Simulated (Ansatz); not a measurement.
C3H4F4O, SMILES `OCC(F)(F)C(F)F`, relaxed with RKS PBE-D4/def2-SVP in Ansatz from a rough embedded geometry. The force threshold is 0.03 eV/Å; the program also tests the step.

Total charge 0; spin multiplicity 1.

Start:

```xyz
12

O     0.321   -1.792    0.432
C    -0.727   -0.962    0.033
C    -0.365    0.518    0.245
F    -1.423    1.310   -0.029
F    -0.074    0.717    1.564
C     0.869    0.935   -0.582
F     0.631    0.716   -1.890
F     1.136    2.243   -0.437
H     0.431   -1.739    1.390
H    -1.656   -1.162    0.583
H    -0.894   -1.135   -1.032
H     1.751    0.351   -0.278
```

```json
{"step": "1", "energy (eV)": "-16062.0359", "largest force (eV/Å)": "0.772", "largest move (Å)": "0.000"}
{"step": "2", "energy (eV)": "-16062.0915", "largest force (eV/Å)": "0.300", "largest move (Å)": "0.032"}
{"step": "3", "energy (eV)": "-16062.1028", "largest force (eV/Å)": "0.093", "largest move (Å)": "0.034"}
{"step": "4", "energy (eV)": "-16062.1034", "largest force (eV/Å)": "0.021", "largest move (Å)": "0.011"}
```

End:

```xyz
12

O     0.318   -1.823    0.433
C    -0.732   -0.970    0.040
C    -0.354    0.495    0.232
F    -1.414    1.292   -0.080
F    -0.047    0.693    1.564
C     0.879    0.938   -0.578
F     0.626    0.726   -1.903
F     1.112    2.259   -0.380
H     0.456   -1.677    1.389
H    -1.685   -1.134    0.599
H    -0.931   -1.144   -1.036
H     1.773    0.345   -0.278
```

Run time 14 s (2 threads of an AMD EPYC 7R13 on a shared host); peak host memory 0.24 GiB.
